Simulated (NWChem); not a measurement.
System: C2H5NOSi; SMILES C1=N[SiH2]CO1

Excerpt of the output:

```
             Northwest Computational Chemistry Package (NWChem) 7.3.0
             --------------------------------------------------------

                             Geometry "geometry" -> ""
                             -------------------------

 Output coordinates in angstroms (scale by  1.889725989 to convert to a.u.)

  No.       Tag          Charge          X              Y              Z
 ---- ---------------- ---------- -------------- -------------- --------------
    1 C                    6.0000     0.91806600     1.05324100     0.00000000
    2 N                    7.0000     1.33563200    -0.14958400     0.00000000
    3 Si                  14.0000    -0.08135900    -1.19336400     0.00000000
    4 C                    6.0000    -1.29790000     0.29883400     0.00000000
    5 O                    8.0000    -0.38651100     1.44226600     0.00000000
    6 H                    1.0000     1.56843100     1.92993200     0.00000000
    7 H                    1.0000    -0.17626200    -2.05348400     1.20809700
    8 H                    1.0000    -0.17626200    -2.05348400    -1.20809700
    9 H                    1.0000    -1.93067200     0.38996800    -0.88759200
   10 H                    1.0000    -1.93067200     0.38996800     0.88759200

 Effective nuclear repulsion energy (a.u.)     225.9110820163

                                 NWChem DFT Module
                                 -----------------

 Summary of "ao basis" -> "ao basis" (spherical)
 ------------------------------------------------------------------------------
       Tag                 Description            Shells   Functions and Types
 ---------------- ------------------------------  ------  ---------------------
 C                          def2-svp                 6       14   3s2p1d
 N                          def2-svp                 6       14   3s2p1d
 Si                         def2-svp                 8       18   4s3p1d
 O                          def2-svp                 6       14   3s2p1d
 H                          def2-svp                 3        5   2s1p

 in cosmo_initialize ...
 calling solv_data for solv:ether

 solvent parameters
 solvname_short: ether
 solvname_long:  diethyl ether
 dielec:        4.2400
 dielecinf:     1.8295
 nonaqueous SMD model solvent descriptors
 dielec:        4.2400
 sola:          0.0000
 solb:          0.4100
 solc:          0.0000
 solg:         23.9600
 solh:          0.0000
 soln:          1.3526

          ---------------
          -cosmo- solvent
          ---------------
 Cosmo: York-Karplus, doi: 10.1021/jp992097l
 dielectric constant -eps-     =   4.24
 screen = (eps-1)/(eps    )    =   0.76415
 surface charge correction     = lagrangian

   van der Waals surface
 --------------------------

 ---------- ATOMIC COORDINATES (A.U.) ------------ VDWR(ANG.) --
     1    1.73489318    1.99033689    0.00000000     1.850
     2    2.52397850   -0.28267277    0.00000000     1.890
     3   -0.15374622   -2.25513096    0.00000000     2.470
     4   -2.45267536    0.56471438    0.00000000     1.850
     5   -0.73039988    2.72548754    0.00000000     2.294
     6    2.96390482    3.64704266    0.00000000     1.200
     7   -0.33308688   -3.88052208    2.28297230     1.200
     8   -0.33308688   -3.88052208   -2.28297230     1.200
     9   -3.64844105    0.73693266   -1.67730567     1.200
    10   -3.64844105    0.73693266    1.67730567     1.200
 number of segments per atom =        128
 number of   points per atom =        128
 atom (   nspa,  nppa )
 ----------------------
    1 (     30,     0 )       0
    2 (     52,     0 )       0
    3 (     78,     0 )       0
    4 (     20,     0 )       0
    5 (     72,     0 )       0
    6 (     52,     0 )       0
    7 (     31,     0 )       0
    8 (     31,     0 )       0
    9 (     48,     0 )       0
   10 (     48,     0 )       0
 number of -cosmo- surface points =      462
 molecular surface =    129.292 angstrom**2
 molecular volume  =    116.369 angstrom**3
 -lineq- algorithm             =   0
 -bem- low  level              =   3
 -bem- from -octahedral-
 gaussian surface charge width =   4.50000
 degree of switching           =   1.00000
 switching function tolerance  =   0.00010
 atomic radii =
 --------------
    1  6.000  1.850
    2  7.000  1.890
    3 14.000  2.470
    4  6.000  1.850
    5  8.000  2.294
    6  1.000  1.200
    7  1.000  1.200
    8  1.000  1.200
    9  1.000  1.200
   10  1.000  1.200
 ...... end of -cosmo- initialization ......

 nat:                    10
 ixmem:                  5529
 calling mnsol_interface()
 G(SMD-CDS) energy (kcal/mol)  =    -0.122
 SMD-CDS SASA (angstrom**2)    =   137.869

            General Information
            -------------------
          SCF calculation type: DFT
          Wavefunction type:  closed shell.
          No. of atoms     :    10
          No. of electrons :    46
           Alpha electrons :    23
            Beta electrons :    23
          Charge           :     0
          Spin multiplicity:     1
          Use of symmetry is: off; symmetry adaption is: off
          Maximum number of iterations: 150
          AO basis - number of functions:    99
                     number of shells:    47
          Convergence on energy requested:  1.00D-06
          Convergence on density requested:  1.00D-05
          Convergence on gradient requested:  5.00D-04

              XC Information
              --------------
                         PBE0 Method XC Functional
                     Hartree-Fock (Exact) Exchange  0.250
          PerdewBurkeErnzerhof Exchange Functional  0.750
            Perdew 1991 LDA Correlation Functional  1.000 local
           PerdewBurkeErnz. Correlation Functional  1.000 non-local

             Grid Information
             ----------------
          Grid used for XC integration:  medium
          Radial quadrature: Mura-Knowles
          Angular quadrature: Lebedev.
          Tag              B.-S. Rad. Rad. Pts. Rad. Cut. Ang. Pts.
          ---              ---------- --------- --------- ---------
          C                   0.70       49          10.0       434
          N                   0.65       49          10.0       434
          Si                  1.10       88          10.0       590
          O                   0.60       49          10.0       434
          H                   0.35       45          11.0       434
          Grid pruning is: on
          Number of quadrature shells:   509
          Spatial weights used:  Erf1

      Superposition of Atomic Density Guess
      -------------------------------------

 Sum of atomic energies:        -495.41989590

      Non-variational initial energy
      ------------------------------

 Total energy =    -497.987736
 1-e energy   =   -1129.708077
 2-e energy   =     405.809259
 HOMO         =      -0.335178
 LUMO         =       0.026838

   convergence    iter        energy       DeltaE   RMS-Dens  Diis-err
 ---------------- ----- ----------------- --------- --------- ---------
     COSMO gas phase
 d= 0,ls=0.0,diis     1   -497.9818139483 -7.24D+02  1.27D-02  7.62D-01
 d= 0,ls=0.0,diis     2   -497.8934468209  8.84D-02  8.54D-03  1.62D+00
 d= 0,ls=0.0,diis     3   -498.0667180474 -1.73D-01  2.58D-03  7.98D-02
 d= 0,ls=0.0,diis     4   -498.0725231840 -5.81D-03  9.47D-04  3.48D-02
 d= 0,ls=0.0,diis     5   -498.0758653856 -3.34D-03  1.85D-04  4.70D-04
  Resetting Diis
 d= 0,ls=0.0,diis     6   -498.0759153327 -4.99D-05  4.19D-05  1.67D-05
 d= 0,ls=0.0,diis     7   -498.0759174948 -2.16D-06  1.89D-05  1.41D-06
 d= 0,ls=0.0,diis     8   -498.0759174318  6.30D-08  9.76D-06  2.03D-06

   convergence    iter        energy       DeltaE   RMS-Dens  Diis-err
 ---------------- ----- ----------------- --------- --------- ---------
     COSMO solvation phase
 d= 0,ls=0.0,diis     1   -498.0814905037 -5.57D-03  1.18D-03  1.90D-03
 d= 0,ls=0.0,diis     2   -498.0818361499 -3.46D-04  3.85D-04  2.07D-03
 d= 0,ls=0.0,diis     3   -498.0820419237 -2.06D-04  1.31D-04  3.72D-04
 d= 0,ls=0.0,diis     4   -498.0820787708 -3.68D-05  4.51D-05  4.27D-05
 d= 0,ls=0.0,diis     5   -498.0820827072 -3.94D-06  1.28D-05  4.28D-06
 d= 0,ls=0.0,diis     6   -498.0820830950 -3.88D-07  3.85D-06  2.25D-07

         Total DFT energy =     -498.082083094976
      One electron energy =    -1133.055275655334
           Coulomb energy =      457.855830599600
    Exchange-Corr. energy =      -48.757916941749
 Nuclear repulsion energy =      225.911082016266

             COSMO energy =       -0.035803113759

 Numeric. integr. density =       45.999972002881

                                COSMO-SMD solvation results
                                ---------------------------

             internal energy in gas <Psi(g)|H|Psi(g)> =      -498.075917431819
         internal energy in solvent <Psi(s)|H|Psi(s)> =      -498.075227946564
                               delta internal energy  =         0.000689485256 (    0.43 kcal/mol)
   total free energy in solvent <Psi(s)|H+V/2|Psi(s)> =      -498.081888473640
 polarization energy contribution <Psi(s)|V/2|Psi(s)> =        -0.006660527076 (   -4.18 kcal/mol)
    total free energy in solvent including G(SMD-CDS) =      -498.082083094976
                       G(SMD-CDS) energy contribution =        -0.000194621336 (   -0.12 kcal/mol)
     1 M fixed-concentration free energy of solvation =        -0.006165663156 (   -3.87 kcal/mol)

                       DFT Final Molecular Orbital Analysis
                       ------------------------------------

 Vector   21  Occ=2.000000D+00  E=-3.298904D-01
              MO Center= -5.6D-01,  8.3D-02, -1.0D-09, r^2= 2.9D+00
   Bfn.  Coefficient  Atom+Function         Bfn.  Coefficient  Atom+Function
  ----- ------------  ---------------      ----- ------------  ---------------
    65      0.341630   5 O  py               51     -0.302048   4 C  py
    68      0.257684   5 O  py               37      0.229367   3 Si py
    50      0.184781   4 C  px               49      0.142927   4 C  s
    54     -0.140823   4 C  py               40      0.139455   3 Si py
    36     -0.127569   3 Si px               34     -0.126092   3 Si py

 Vector   22  Occ=2.000000D+00  E=-2.894486D-01
              MO Center=  1.0D+00,  1.9D-02, -1.6D-08, r^2= 2.2D+00
   Bfn.  Coefficient  Atom+Function         Bfn.  Coefficient  Atom+Function
  ----- ------------  ---------------      ----- ------------  ---------------
    18      0.489329   2 N  px               21     -0.368450   2 N  px
    16     -0.175987   2 N  s                17     -0.173485   2 N  s
    51      0.171030   4 C  py               36      0.161129   3 Si px
    63     -0.146414   5 O  s                64     -0.141448   5 O  px
    75      0.139841   6 H  s                31      0.130948   3 Si s

 Vector   23  Occ=2.000000D+00  E=-2.860560D-01
              MO Center=  2.2D-01,  2.1D-01,  2.3D-08, r^2= 3.3D+00
   Bfn.  Coefficient  Atom+Function         Bfn.  Coefficient  Atom+Function
  ----- ------------  ---------------      ----- ------------  ---------------
    66      0.408316   5 O  pz               20      0.361820   2 N  pz
    69      0.324827   5 O  pz               23     -0.288117   2 N  pz
    80      0.151192   7 H  s                85     -0.151192   8 H  s
     6     -0.149621   1 C  pz               81      0.144210   7 H  s
    86     -0.144210   8 H  s                90      0.127795   9 H  s

 Vector   24  Occ=0.000000D+00  E= 2.662405D-03
              MO Center=  7.5D-01,  5.3D-01, -5.8D-10, r^2= 2.7D+00
   Bfn.  Coefficient  Atom+Function         Bfn.  Coefficient  Atom+Function
  ----- ------------  ---------------      ----- ------------  ---------------
     9      0.583622   1 C  pz                6      0.521940   1 C  pz
    41     -0.444629   3 Si pz               23     -0.377296   2 N  pz
    81      0.342486   7 H  s                86     -0.342486   8 H  s
    20      0.303948   2 N  pz               69     -0.251860   5 O  pz
    66     -0.234419   5 O  pz               91     -0.193587   9 H  s

 Vector   25  Occ=0.000000D+00  E= 3.079733D-02
              MO Center= -3.4D-01, -1.3D+00, -2.4D-09, r^2= 3.5D+00
   Bfn.  Coefficient  Atom+Function         Bfn.  Coefficient  Atom+Function
  ----- ------------  ---------------      ----- ------------  ---------------
    39      1.140758   3 Si px               49      0.737603   4 C  s
    17     -0.563883   2 N  s                32     -0.304130   3 Si s
    53      0.287618   4 C  px               81      0.254497   7 H  s
    86      0.254497   8 H  s                22      0.224558   2 N  py
    63     -0.216880   5 O  s                40      0.213606   3 Si py

 Vector   26  Occ=0.000000D+00  E= 5.560306D-02
              MO Center= -4.5D-01, -9.0D-01,  6.5D-09, r^2= 4.9D+00
   Bfn.  Coefficient  Atom+Function         Bfn.  Coefficient  Atom+Function
  ----- ------------  ---------------      ----- ------------  ---------------
    49      1.639660   4 C  s                40     -1.442197   3 Si py
    81     -0.608725   7 H  s                86     -0.608725   8 H  s
    91     -0.597829   9 H  s                96     -0.597829  10 H  s
    54     -0.405098   4 C  py               32     -0.387831   3 Si s
    31      0.365079   3 Si s                39      0.303173   3 Si px

     Multipole analysis of the density
     ---------------------------------

     L   x y z        total         alpha         beta         nuclear
     -   - - -        -----         -----         ----         -------
     0   0 0 0     -0.000000    -23.000000    -23.000000     46.000000

     1   1 0 0     -0.933110     -0.649734     -0.649734      0.366359
     1   0 1 0      0.050440     -0.446545     -0.446545      0.943529
     1   0 0 1     -0.000000     -0.000000     -0.000000      0.000000

     2   2 0 0    -28.012873    -83.493321    -83.493321    138.973769
     2   1 1 0      2.767671     -0.795818     -0.795818      4.359307
     2   1 0 1     -0.000000     -0.000000     -0.000000      0.000000
     2   0 2 0    -27.604247   -114.487237   -114.487237    201.370228
     2   0 1 1     -0.000000     -0.000000     -0.000000      0.000000
     2   0 0 2    -27.434624    -21.742629    -21.742629     16.050634
```

Level: PBE0/def2-SVP, SMD on the gas-phase geometry. Coordinates come from a B3LYP/6-31G* (spherical d) optimisation. Solvent: diethyl ether.

Task: Write an input that gives this output.

Result: Several could match; the one computed here: the input that was run:
```
start job
memory heap 200 mb stack 900 mb global 1100 mb
geometry units angstroms noautosym nocenter noautoz
  C      0.918066     1.053241     0.000000
  N      1.335632    -0.149584     0.000000
  Si    -0.081359    -1.193364     0.000000
  C     -1.297900     0.298834     0.000000
  O     -0.386511     1.442266     0.000000
  H      1.568431     1.929932     0.000000
  H     -0.176262    -2.053484     1.208097
  H     -0.176262    -2.053484    -1.208097
  H     -1.930672     0.389968    -0.887592
  H     -1.930672     0.389968     0.887592
end
basis spherical
  * library def2-svp
end
dft
  xc pbe0
  iterations 150
end
cosmo
  do_cosmo_smd true
  solvent ether
end
task dft energy
```
